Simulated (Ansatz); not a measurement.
`[SiH3][O][AlH][O][SiH3]` + HBr → `[SiH3][O][AlH][Br]` + silanol at 600 K and 1 bar (ligand exchange at the Al–O bond).

Calculated with Ansatz (gas phase, PBE0-D4/def2-TZVP geometries, no zero-point term in ΔE). CCSD(T)/CBS adds triple-zeta CCSD(T) − MP2 to the extrapolated MP2 energy (def2 sets, frozen cores). For Br outer-core shells are correlated without core-valence functions, which leaves a few kJ/mol of doubt a bond. Scalar relativity is left out up to krypton. Each species was taken in one conformer, which may not be the lowest.

```tsv
species	CCSD(T)/CBS energy (Eh)	H − E (kJ/mol)	S (J/(mol·K))
`[SiH3][O][AlH][O][SiH3]`	-974.92468	253.5	556.0
HBr	-2573.91920	33.5	219.1
`[SiH3][O][AlH][Br]`	-3182.15432	156.5	462.2
`O[SiH3]`	-366.69042	135.7	307.9
```

H − E and S are ideal-gas, rigid-rotor, harmonic terms from PBE0-D4/def2-TZVP, for one conformer and one mirror image of each species. 1 Eh = 2625.50 kJ/mol, R = 8.31446 J/(mol·K).

Task: By hand: ΔE, ΔH, ΔS and ΔG.

Result: ΔE = (-3182.15432) + (-366.69042) − (-974.92468) − (-2573.91920) = -0.00086 Eh = -2.3 kJ/mol. Δ(H − E) = 156.5 + 135.7 − 253.5 − 33.5 = 5.2, so ΔH = 2.9 kJ/mol. ΔS = 462.2 + 307.9 − 556.0 − 219.1 = -5.0 J/(mol·K). ΔG = 2.9 − 600 × (-5.0)/1000 = 5.9 kJ/mol.

Task: By hand: the equilibrium constant, and the temperature at which ΔG would vanish if ΔH and ΔS stayed fixed.

Result: log₁₀ K = −ΔG/(RT ln 10) = -0.5. ΔH and −TΔS have one sign here, so there is no such temperature.

TΔS isn't small against ΔH here. The sign of ΔG lies within the doubt. A doubt of 5 kJ/mol in ΔE shifts log₁₀ K by 0.4 here. Other conformers and mirror images would add mixing entropy, several J/(mol·K) or more a flexible species. Modes under 60 cm⁻¹, often nearly free rotors, make the harmonic entropy too high. These are equilibria of isolated gas molecules and say nothing of rates. Largest T1 diagnostic: 0.012 (customary marks: 0.02 for closed shells, 0.045 for open ones).

ΔS is within the doubt of such terms, so its sign, and with it that verdict, could turn.
